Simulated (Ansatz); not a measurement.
C$_{2}$H$_{4}$OSSi (`O=CC([SiH3])=S`), relaxed with RKS PBE0-D4/def2-TZVP in Ansatz 0.2.0 from a PBE-D4/def2-SVP geometry. The force threshold is 0.005 eV/Å; the program also tests the step.

The species carries charge 0 and has multiplicity 1.

Start:

```xyz
9

O     1.205    0.493    1.609
C     0.907    1.153    0.628
C     0.009    0.616   -0.451
Si   -0.640   -1.169   -0.174
S    -0.346    1.559   -1.747
H     1.281    2.205    0.457
H    -1.512   -1.523   -1.340
H     0.525   -2.114   -0.086
H    -1.430   -1.220    1.104
```

By how much does the energy fall, and how many steps does the optimiser take? (An estimate is asked.)

The calculation gave: 1.24 kcal/mol, in 5 steps, 1 of them rejected.

Which bonds change most? (An estimate is asked.)

Computed: C3–S5 from 1.642 to 1.615 Å; C2–H6 from 1.129 to 1.108 Å; C3–Si4 from 1.919 to 1.898 Å; Si4–H9 from 1.503 to 1.484 Å.

Give the relaxed structure. (Best estimate.)

Computed: 
```xyz
9

O     1.199    0.504    1.594
C     0.902    1.148    0.623
C     0.007    0.601   -0.441
Si   -0.638   -1.165   -0.174
S    -0.341    1.530   -1.715
H     1.268    2.179    0.450
H    -1.497   -1.502   -1.332
H     0.518   -2.090   -0.091
H    -1.418   -1.205    1.087
```
